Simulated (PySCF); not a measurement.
C3H7AlCl2, SMILES C[CH](C)[Al]([Cl])[Cl] at its B3LYP/def2-SVP optimised geometry (Å):

```
13

Al     0.4579    -0.9582     0.0000
Cl     2.5693    -0.9582     0.0000
Cl    -0.4865    -2.8455     0.0720
C     -0.5771     0.7130     0.0000
C     -1.9768     0.5587    -0.6224
C      0.1951     1.9066    -0.5902
H     -0.7147     0.9073     1.0847
H     -2.5693     1.4820    -0.4920
H     -1.9205     0.3646    -1.7073
H     -2.5485    -0.2681    -0.1719
H      1.1795     2.0468    -0.1162
H     -0.3728     2.8455    -0.4608
H      0.3687     1.7834    -1.6730
```

Computed with B3LYP/def2-TZVP (PySCF).

Map of the deformation density (molecule minus spherical neutral atoms) (e/bohr³) on the plane z = 0.6 Å:

```
|111111111111111111111111111|
|111111111111111111111111111|
|111111111111111111111111111|
|111111111111111111111111111|
|111111111111111111111111111|
|111111111110000001111111111|
|111111111100000000111111111|
|111111110000000000011111111|
|111111000000000000011111111|
|111110000000000000011111111|
|111110000015300000111111111|
|111110000029600000111111111|
|111110000003321000111111111|
|111100000001221001111111111|
|111100000000110001111111111|
|111110000000000002212101111|
|111111000000000002212111111|
|111111111111110001111111111|
|111111111111221001111111111|
|111111111111222101111111111|
|111111111112211111111111111|
|111111111112221111111111111|
|111111111111111111111111111|
|111111111100111111111111111|
|111111111111111111111111111|
|111111111111111111111111111|
|111111111111111111111111111|
```
Scale: ten equal steps from -0.010 (start of '0') to 0.075 (end of '9'), in the order '0123456789'; x runs from -5.00 to 5.00, y from -5.00 (bottom) to 5.00 (top).
